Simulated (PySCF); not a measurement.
# How the method changes the constants of AsF⁺

State: ²Π (doublet), unpaired electrons π ↑. Set-up: basis As def2-TZVPPD, F def2-TZVPPD; no relativity; PySCF 2.14. De refers to As⁺ + F in their high-spin ground configurations, without counterpoise correction. The functionals are run spin-unrestricted. A positive dipole points towards F; it is taken about the centre of mass and depends on that origin.

| Level | Re (Å) | ωe (cm⁻¹) | De (eV) | μ (D) |
| --- | --- | --- | --- | --- |
| UHF | 1.632 | 905 | 2.57 | -2.48 |
| UHF-MP2 | 1.661 | 842 | 4.81 | n/a |
| UHF-SCS-MP2 | 1.662 | 839 | 4.62 | n/a |
| UHF-CCSD | 1.655 | 854 | 4.34 | n/a |
| UHF-CCSD(T) | 1.663 | 832 | 4.55 | n/a |
| LDA | 1.663 | 822 | 6.13 | -1.97 |
| PBE | 1.687 | 785 | 5.16 | -2.06 |
| TPSS | 1.680 | 799 | 4.97 | -2.04 |
| r²SCAN | 1.665 | 827 | 4.89 | -2.03 |
| TPSSh | 1.670 | 820 | 4.79 | -2.10 |
| PBE0 | 1.660 | 839 | 4.68 | -2.18 |
| r²SCAN0 | 1.648 | 863 | 4.49 | -2.16 |
| MN15 | 1.652 | 860 | 4.76 | -2.18 |
| CAM-B3LYP | 1.660 | 844 | 4.78 | -2.27 |

The bond length runs from 1.632 Å (UHF) to 1.687 Å (PBE). De spans 2.57 eV (UHF, mean field) to 6.13 eV (LDA, local density). Correlation at CCSD(T) changes the Hartree–Fock bond energy by +1.98 eV; the triples alone change it by +0.21 eV.

Correlated steps freeze 10 core orbitals. Spin–orbit coupling is left out. For an ion De counts to the pair picked by the measured ionisation energies or electron affinities, which need not be the lowest pair at this level. Counting both spins, an empty level lies below a filled one in some of these solutions, because spin and occupation are held. The state was picked by a PBE0 search and need not be the measured ground state.

The whole job (state search and all levels along the bond) took about 18 min on 2 threads of Intel Xeon Platinum 8259CL @ 2.50GHz (shared host), peak memory 3.4 GiB.
